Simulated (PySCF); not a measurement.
**Polarisability and C₆ of Rh⁺ (rhodium, charge +1)**

[Kr] 4d8, high-spin 3F determinant. Calculation: PySCF 2.14, in def2-QZVPPD with the def2 core potential (28 electrons) (7s5p4d4f2g, 88 functions); a scalar-relativistic core potential. Coupled (time-dependent) response in atomic units; α is the mean over directions.

| method | mean α (bohr³) | C₆ (like pair) | S(−4) |
| --- | --- | --- | --- |
| LC-wPBE | 13.08 | 81.61 | 66.90 |

S(−4) is the Cauchy moment in α(ω) = α(0) + S(−4) ω² + …

Spin-orbit coupling is absent.

α(iu) at LC-wPBE:

| u (hartree) | α(iu) (bohr³) |
| --- | --- |
| 0 | 13.08 |
| 0.0500 | 12.92 |
| 0.100 | 12.47 |
| 0.200 | 11.11 |
| 0.300 | 9.678 |
| 0.500 | 7.422 |
| 0.750 | 5.571 |
| 1.00 | 4.347 |
| 1.50 | 2.856 |
| 2.00 | 2.007 |
| 3.00 | 1.128 |
| 5.00 | 0.4886 |

For an ion, C₆ is the dispersion term alone; charge-induced terms of lower order in 1/R come first.

Energies and moments cover only the electrons outside the core potential.
